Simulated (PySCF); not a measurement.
**Excitation energy of F²⁺ by level of theory**

F²⁺ [He] 2s2 2p3 (4S) → F²⁺ [He] 2s1 2p4 (4P), as a difference of total energies. Computed with PySCF 2.14 in aug-cc-pVQZ-DK, with scalar relativity by spin-free X2C-1e. Correlated levels: valence: 1s2 frozen. The calculations carry no spin-orbit coupling.

```json
{"method": "UHF", "excitation energy (cm⁻¹)": "152620"}
{"method": "LDA", "excitation energy (cm⁻¹)": "146200"}
{"method": "PBE", "excitation energy (cm⁻¹)": "143840"}
{"method": "PBE0", "excitation energy (cm⁻¹)": "146710"}
{"method": "r2SCAN", "excitation energy (cm⁻¹)": "143870"}
{"method": "BHandHLYP", "excitation energy (cm⁻¹)": "150590"}
{"method": "HSE06", "excitation energy (cm⁻¹)": "146390"}
{"method": "CAM-B3LYP", "excitation energy (cm⁻¹)": "147890"}
{"method": "MN15", "excitation energy (cm⁻¹)": "139850"}
{"method": "MP2 (valence)", "excitation energy (cm⁻¹)": "153000"}
{"method": "SCS-MP2 (valence)", "excitation energy (cm⁻¹)": "153060"}
```

A first-order spin-orbit estimate (lowest level to lowest level, LS coupling) adds -0.023 eV.
